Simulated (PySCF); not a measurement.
C3S2, SMILES S=C=C=C=S. Atoms are numbered in the order given.

```xyz
5

S      0.0000     0.0000    -2.8402
C      0.0000     0.0000    -1.2831
C      0.0000     0.0000     0.0000
C      0.0000     0.0000     1.2831
S      0.0000     0.0000     2.8402
```

The structure is a stationary point at PBE0-D3(BJ)/def2-SVP.

Two levels are set side by side: PBE/pcSseg-1 (PySCF) and PBE0/pcSseg-1 (PySCF). GIAO shifts against H2S (³³S), TMS (¹³C) at the same level; non-relativistic, no solvent, atoms listed together averaged. Differences are taken from unrounded values.

```csv
quantity,PBE0,PBE,PBE minus PBE0
"δ(³³S) of S1, S5 (ppm)",116.9,116.3,-0.7
"δ(¹³C) of C2, C4 (ppm)",143.1,130.8,-12.3
δ(¹³C) of C3 (ppm),64.3,64.7,0.4
```

Rough cost on one machine, each run with all the roots and properties that it gave: PBE0 against PBE within a factor of 2.
